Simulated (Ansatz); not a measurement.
CH6AsBO (`B[AsH]CO`). The species carries charge 0 and has multiplicity 1. Correlated methods include outer-core shells of As, which these sets cover unevenly. Scalar relativity is left out up to krypton.

Z-matrix (Å, degrees):
```
C
As 1 1.965
O 1 1.408 2 110.8
H 1 1.097 2 105.5 3 -121.8
H 1 1.096 2 107.5 3 122.7
B 2 1.975 1 101.8 3 53.3
H 2 1.513 1 99.3 3 -50.3
H 3 0.962 1 108.5 2 175.6
H 6 1.194 2 118.8 1 42.0
H 6 1.193 2 120.2 1 -147.2
```

Q: Give the diagnostics of a CCSD(T)/def2-TZVPP run (frozen core, Ansatz 0.2.0). (Best estimate.)

A: Ansatz gave: T1 = 0.0131, largest single amplitude 0.041, largest double 0.041, (T) share of the correlation energy 3.6 %, 10 CCSD cycles. The RHF solution is stable towards an unrestricted one. T1 lies under the customary mark of 0.02 for closed shells.
